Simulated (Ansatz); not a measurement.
`[CH3][AlH][O][SiH2][GaH2]` + HCl → `[CH3][AlH][O][SiH3]` + `[Cl][GaH2]`  (formal exchange of groups at the Si–Ga bond)

Calculated with Ansatz (gas phase, PBE0-D4/def2-TZVP geometries, no zero-point term in ΔE). CCSD(T)/CBS is the MP2 limit (def2-TZVPP, def2-QZVPP) plus CCSD(T) − MP2 in def2-TZVPP, frozen cores. This one scheme is used for every species. Functionals use def2-TZVPP. HSE06 is defined as in plane-wave codes. For Ga outer-core shells are correlated without core-valence functions, which leaves a few kJ/mol of doubt a bond. Scalar relativity is left out up to krypton. Each species was taken in one conformer, which may not be the lowest.

`[CH3][AlH][O][SiH2][GaH2]`:

Cartesian coordinates in Å:
```
C -2.391 0.917 1.297
Al -1.719 0.014 -0.286
O -0.095 0.208 -0.697
Si 1.469 0.248 -1.149
Ga 2.788 -1.439 -0.027
H -1.837 0.605 2.188
H -3.451 0.717 1.473
H -2.262 2.001 1.214
H -2.589 -0.905 -1.238
H 1.578 0.064 -2.628
H 2.037 1.601 -0.861
H 4.336 -1.587 -0.287
H 2.136 -2.443 1.002
```

HCl:

```xyz
2

Cl    0.273   -0.166    0.554
H    -0.273    0.166   -0.554
```

`[CH3][AlH][O][SiH3]`:

```xyz
11

C     1.859   -1.192    0.053
Al    0.688    0.011    1.030
O    -0.716    0.594    0.295
Si   -1.966    1.013   -0.646
H     1.735   -1.105   -1.029
H     1.643   -2.233    0.321
H     2.911   -1.018    0.297
H     0.949    0.487    2.516
H    -3.203    0.319   -0.194
H    -1.709    0.642   -2.065
H    -2.190    2.483   -0.579
```

`[Cl][GaH2]`:

Z-matrix (Å, degrees):
```
Ga
Cl 1 2.149
H 1 1.556 2 115.2
H 1 1.556 2 115.2 3 -180.0
```

```json
{"level": "B97M-V", "ΔE (kJ/mol)": "-126.3", "difference from CCSD(T)/CBS": "-0.8"}
{"level": "r2SCAN0-D4", "ΔE (kJ/mol)": "-129.2", "difference from CCSD(T)/CBS": "-3.7"}
{"level": "HSE06-D4", "ΔE (kJ/mol)": "-118.1", "difference from CCSD(T)/CBS": "7.4"}
{"level": "BHLYP-D4", "ΔE (kJ/mol)": "-132.9", "difference from CCSD(T)/CBS": "-7.4"}
{"level": "B2PLYP", "ΔE (kJ/mol)": "-132.5", "difference from CCSD(T)/CBS": "-7.0"}
{"level": "CAM-B3LYP", "ΔE (kJ/mol)": "-132.1", "difference from CCSD(T)/CBS": "-6.6"}
{"level": "LC-ωPBE", "ΔE (kJ/mol)": "-124.3", "difference from CCSD(T)/CBS": "1.2"}
{"level": "MP2/def2-SVP", "ΔE (kJ/mol)": "-143.1", "difference from CCSD(T)/CBS": "-17.6"}
{"level": "CCSD(T)/def2-TZVPP", "ΔE (kJ/mol)": "-126.1", "difference from CCSD(T)/CBS": "-0.6"}
{"level": "MP2/def2-QZVPP", "ΔE (kJ/mol)": "-134.1", "difference from CCSD(T)/CBS": "-8.6"}
{"level": "CCSD(T)/CBS", "ΔE (kJ/mol)": "-125.5", "difference from CCSD(T)/CBS": "0"}
```

Largest T1 diagnostic among the species: 0.013.

From BLYP to BHLYP (50 % exact exchange), in def2-TZVPP and without D4, ΔE moves by −14.1 kJ/mol. In def2-TZVPP, CCSD(T) changes the Hartree–Fock value by +28.5 kJ/mol (the triples alone add +2.1 kJ/mol) and MP2 by +20.3 kJ/mol.
